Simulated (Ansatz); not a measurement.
A nudged elastic band was laid between two geometries of BF2HO + H2 (7 atoms, charge 0, multiplicity 1).

Method: RKS B3LYP-D4/def2-SVP (Ansatz 0.2.0).

```yaml
movable_images: 5
climbing_image: yes
spring: 5.0 eV/Å²
optimiser: quadratic models (default)
start_path: through a guess of the saddle point
force_threshold: 0.05 eV/Å
iteration_limit: 60
end_points: relaxed
```

Image 0:

```xyz
7
Properties=species:S:1:pos:R:3
B -0.113 -0.493 -0.125
F -0.004 -0.769 1.174
O 0.954 -0.496 -0.945
H 1.781 -0.708 -0.494
F -1.311 -0.221 -0.609
H 0.222 2.372 0.820
H 0.189 1.889 1.407
```

Image 6:

```xyz
7
Properties=species:S:1:pos:R:3
B -0.202 0.598 -0.489
F 0.334 -0.005 2.282
O 1.058 0.128 -0.272
H 1.185 -0.776 -0.602
F -1.093 -0.185 -1.084
H -0.479 1.717 -0.164
H 0.915 0.097 1.558
```

(1) What changes between the two ends?

(2) Give the energies along the band, and the barrier.

(3) What is the geometry of the highest image?

Results:

(1) Bonds broken: B1–F2, H6–H7. Bonds formed: B1–H6, F2–H7. BF2HO + H2 becomes BFH2O + FH.

(2) It converged. The highest image is number 3 of 0 to 6, 215.1 kJ/mol above the first end and 99.6 kJ/mol above the last; the last end lies 115.5 kJ/mol above the first. Beside the main top the profile has a ripple of under 15 meV (maxima at images 1, 3), which may be a very shallow well or noise. Neighbouring images differ by up to 1.9 eV, so the band resolves the path poorly. A vibrational analysis at the climbing image gives one clearly imaginary mode, 1204i cm⁻¹: a first-order saddle point. The orbitals stay closed-shell, which can raise the energy where a bond breaks towards radicals; this wasn't checked here.

```tsv
image	path coordinate (Å)	energy (kJ/mol)	B1–F2 (Å)	H6–H7 (Å)	B1–H6 (Å)
0	0.00	0.0	1.33	0.76	3.04
1	0.91	32.6	1.33	0.76	2.35
2	1.83	32.0	1.34	0.76	2.09
3	2.74	215.1	1.65	1.05	1.36
4	3.63	129.0	2.47	1.79	1.21
5	4.51	124.7	2.62	2.44	1.20
6	5.39	115.5	2.89	2.74	1.20
```

(3) 
```xyz
7
Properties=species:S:1:pos:R:3:forces:R:3
B 0.099 0.219 0.030 -0.01 -0.01 0.00
F -0.021 -0.039 1.652 0.00 0.01 0.00
O 1.321 -0.125 -0.451 -0.01 0.00 0.00
H 1.289 -0.880 -1.053 0.00 0.00 0.00
F -1.045 -0.197 -0.526 0.01 0.00 0.00
H 0.065 1.543 0.326 0.00 0.01 0.00
H 0.011 1.053 1.251 0.00 -0.01 0.00
```

The run took 3.6 min on 1 thread of Intel(R) Xeon(R) Platinum 8175M CPU @ 2.50GHz (Skylake/Cascade Lake) (shared host), peak memory 0.15 GiB.
